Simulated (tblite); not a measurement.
Run record: tight-binding relaxation, `C=[N][GeH2][S]C`.

Computed with GFN2-xTB geometry optimisation, gas phase (tblite 0.8.0). Start geometry: from a force field or distance geometry. The input is one job of a driver script: a line of settings, then coordinates in Å.

Command:
```bash
OMP_NUM_THREADS=1 python probes_run.py task.json out
```

Input:
```
{"job": {"kind": "relax", "xc": "GFN2-xTB", "basis": "xTB"}, "charge": 0, "multiplicity": 1}
C     -1.827800     0.875300     1.217500
N     -1.282500     0.826100     0.057000
Ge    -0.882900    -0.788900    -0.757800
S      1.248600    -1.304600    -0.636300
C      2.317000     0.105000    -0.317300
H     -2.123400    -0.025200     1.777300
H     -2.057300     1.830900     1.691100
H     -1.742600    -1.857900    -0.032900
H     -1.388200    -0.796600    -2.248900
H      3.115900    -0.185100     0.389900
H      1.794800     0.973600     0.122000
H      2.829600     0.346700    -1.287400
```

**Question.** Give the output.

**Answer.** 
```
step      E/eV     max force
  0    -433.03115    1.906
  1    -433.10840    1.799
  2    -433.14966    0.402
  3    -433.16049    0.302
  4    -433.17658    0.409
  5    -433.18517    0.466
  6    -433.19728    0.347
  7    -433.20524    0.229
  8    -433.21268    0.219
  9    -433.22032    0.350
... (85 lines left out)
 95    -433.35803    0.045
 96    -433.35824    0.052
 97    -433.35847    0.043
 98    -433.35873    0.055
 99    -433.35905    0.064
100    -433.35939    0.054
101    -433.35964    0.039
102    -433.35976    0.028
103    -433.35977    0.018
104    -433.35980    0.010
```

«max force» is the largest atomic force in eV/Å.

**Question.** From which step on does the largest force stay under 0.1 eV/Å, and how much energy is left to gain from there?

**Answer.** From step 41 (0.072 eV/Å), 17.7 meV above the end.

Main results: energy lowered by 7.6 kcal/mol over 104 steps; largest atomic force 0.010 eV/Å at the end.

**Question.** How long does this job take on Intel Xeon at 2.50 GHz, one thread, on a shared host?

**Answer.** About 2.0 s.
Labels such as C1 count atoms from 1, the log's own numbers from 0.
